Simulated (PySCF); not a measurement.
Radial density of Pm (promethium, neutral)

UHF, [Xe] 4f4 6s2 6p1, one real determinant (an excited configuration). Computed with PySCF 2.14 in ANO-RCC-VTZP, with the spin-free X2C one-electron Hamiltonian (Gaussian nucleus).

```tsv
r (bohr)	4πr²ρ (e/bohr)	4πr²(ρα − ρβ)
0.0201	78.27	0.0033
0.0338	71.30	0.0086
0.0569	99.42	0.0118
0.0957	94.03	0.0081
0.161	85.20	0.1711
0.271	70.08	1.1513
0.456	38.39	3.7091
0.766	28.73	4.1602
1.29	10.08	1.7636
2.17	3.058	0.1258
3.65	0.8724	0.1999
6.13	0.3056	0.1616
10.3	0.01374	0.0130
17.4	0.0002368	0.0002
```

Densities and radii are taken from the X2C orbitals without a picture-change correction, which distorts them close to the nucleus.

⟨L²⟩ = 38.88 against 56 for a pure K term, so this real determinant mixes terms. Spin-orbit coupling, absent here, splits the open shell strongly. ⟨S²⟩ = 9.48 against 8.75 shows spin contamination. The s, p, d and f populations moved away from the nominal configuration during the SCF.
